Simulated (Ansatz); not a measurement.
System: sum formula HBO, charge 0, multiplicity 1. 
Geometry from a B3LYP-D3(BJ)/def2-TZVP (Ansatz, a quantum-chemistry and plane-wave program) optimisation:
```xyz
3

H      0.0000     0.0000    -1.7698
B      0.0000     0.0000    -0.6017
O      0.0000     0.0000     0.5973
```
Charge 0, spin multiplicity 1.

Basis-set convergence of Hartree-Fock and MP2 correlation energies (hartree) with Ansatz. Correlated levels leave the core frozen unless marked. Spin-orbit coupling is left out. Non-relativistic.

| basis | functions | E(HF) | E(corr, MP2) |
|---|---|---|---|
| cc-pVDZ | 33 | -100.17404 | -0.26765 |
| cc-pVTZ | 74 | -100.20436 | -0.33063 |
| cc-pVQZ | 140 | -100.21210 | -0.35523 |
| cc-pV5Z | 237 | -100.21381 | -0.36521 |

Extrapolating the two largest sets (X = 4 and 5) as X^-3: E(corr) = (125·(-0.36521) - 64·(-0.35523))/61 = -0.3757 Eh, an estimate of the basis-set limit. The largest set recovers 97.2 % of it, the smallest 71.2 %.
